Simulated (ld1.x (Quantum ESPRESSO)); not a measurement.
# Transferability test, PAW potential for Ni (Z = 28)

nickel, PAW, made with ld1.x (Quantum ESPRESSO) 7.5 (PBEsol, scalar-relativistic). Core [Ar], reference 3d8 4s1 4p1. Waves: 4s (bound): rcut 1.55, rcutus 2.10 bohr; 4s channel at 3.75 Ry: rcut 1.55, rcutus 2.10 bohr; 4p (bound): rcut 1.90, rcutus 2.45 bohr; 4p channel at 1.4 Ry: rcut 1.90, rcutus 2.45 bohr; 3d (bound): rcut 1.15, rcutus 1.55 bohr; 3d channel at 3.9 Ry: rcut 1.15, rcutus 1.55 bohr. Local part: all-electron potential smoothed inside 1.65 bohr (lloc = -2). Core correction: Bessel-smoothed model core, default radius (core density twice the valence density). Augmentation charge: BESSEL, radius 0.90 bohr.

Energies are relative to the spin-unpolarised reference configuration 3d8 4s1 4p1; without spin polarisation the order of configurations can differ from experiment.

Give the all-electron excitation energy and the error of the potential for: 3d8 4s2 4p0; 3d8 4s1 4p0; 3d8 4s0 4p0; 3d9 4s0 4p0; 3d8 4s0 4p1; 3d7 4s0 4p0; 3d6 4s0 4p0.

| valence configuration | charge | ΔE all-electron (eV) | error AE − PS (meV) |
| --- | --- | --- | --- |
| 3d8 4s2 4p0 | 0 | -4.630 | -0.1 |
| 3d8 4s1 4p0 | +1 | 4.706 | -0.7 |
| 3d8 4s0 4p0 | +2 | 21.967 | -6.2 |
| 3d9 4s0 4p0 | +1 | 1.634 | -93 |
| 3d8 4s0 4p1 | +1 | 10.419 | -2.6 |
| 3d7 4s0 4p0 | +3 | 59.404 | -216 |
| 3d6 4s0 4p0 | +4 | 116.924 | -1254 |

Levels in the configuration 3d8 4s0 4p1:

```tsv
level	all-electron (eV)	pseudo (eV)
3d	-19.543	-19.536
4p	-8.388	-8.389
```
